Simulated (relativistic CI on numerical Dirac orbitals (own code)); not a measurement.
Mn6+ (3d) in a crystal field

Calculated by Dirac-Coulomb-Breit CI, orbitals from a KLI potential per configuration, model QED, valence Slater integrals scaled by 0.9, one configuration in a parametric crystal field (own radial code).

Field parameters in Wybourne normalisation: Oh B⁴₀ = 21Dq, B⁴₄ = √(5/14) B⁴₀. The field is a parameter set, without covalency.

S is read from ⟨S²⟩ = S(S + 1).

Site symmetry Oh; labels are those of the double group. Computed levels in cm⁻¹ above the lowest, in rising order:

```csv
Δ (size of 10Dq),Lowest,No. 2,No. 3
5900,Γ8,844 Γ7,6290 Γ8
10600,Γ8,816 Γ7,10934 Γ8
15300,Γ8,805 Γ7,15612 Γ8
20000,Γ8,799 Γ7,20300 Γ8
24700,Γ8,795 Γ7,24992 Γ8
29400,Γ8,793 Γ7,29687 Γ8
34100,Γ8,791 Γ7,34383 Γ8
38800,Γ8,789 Γ7,39080 Γ8
43500,Γ8,788 Γ7,43778 Γ8
```

Ground-state S against |10Dq| in cm⁻¹: 5900: 0.50, 10600: 0.50, 15300: 0.50, 20000: 0.50, 24700: 0.50, 29400: 0.50, 34100: 0.50, 38800: 0.50, 43500: 0.50.

No abrupt spin change occurs in this range.
